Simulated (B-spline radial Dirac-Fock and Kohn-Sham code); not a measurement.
## Elastic and transport cross sections of calcium for positrons

Method: relativistic (Dirac) partial waves in the static field of the Dirac-Fock atom, without polarisation or absorption potentials. Computed with a radial B-spline solver. Below a few hundred eV the neglected polarisation potential matters, most of all at small angles. σ_tr1 and σ_tr2 weight the cross section with 1 − P₁ and 1 − P₂ of cos θ; "backward" is the share scattered beyond 90°.

| energy (eV) | σ (a₀²) | σ_tr1 (a₀²) | σ_tr2 (a₀²) | σ/σ_tr1 | backward (%) |
| --- | --- | --- | --- | --- | --- |
| 293 | 14.3 | 1.41 | 2.69 | 10.1 | 2.2 |
| 317 | 13.7 | 1.30 | 2.50 | 10.5 | 2.1 |
| 551 | 10.2 | 0.737 | 1.48 | 13.8 | 1.4 |
| 650 | 9.26 | 0.614 | 1.25 | 15.1 | 1.2 |
| 1190 | 6.47 | 0.302 | 0.641 | 21.4 | 0.79 |
| 2510 | 3.96 | 0.118 | 0.259 | 33.5 | 0.46 |
| 5230 | ? | ? | ? | ? | ? |
| 9390 | 1.46 | 0.0179 | 0.0422 | 81.8 | 0.14 |
| 9480 | 1.45 | 0.0176 | 0.0416 | 82.4 | 0.14 |
| 25700 | 0.631 | 0.00349 | 0.00865 | 181 | 0.049 |
| 40900 | 0.427 | 0.00159 | 0.00402 | 268 | 0.030 |
| 44700 | 0.396 | 0.00137 | 0.00346 | 290 | 0.027 |
| 55400 | 0.332 | 0.000947 | 0.00242 | 351 | 0.021 |
| 57400 | 0.323 | 0.000891 | 0.00228 | 363 | 0.020 |
| 76900 | 0.256 | 0.000540 | 0.00140 | 474 | 0.014 |
| 103000 | 0.205 | 0.000328 | 0.000860 | 626 | 0.0096 |

Q: Fill in the row for 5.23 keV.

A: σ = 2.32 a₀², σ_tr1 = 0.0430 a₀², σ_tr2 = 0.0982 a₀², σ/σ_tr1 = 53.9, backward 0.24 %. The ratio σ/σ_tr1 is roughly the number of elastic collisions that randomise the direction.
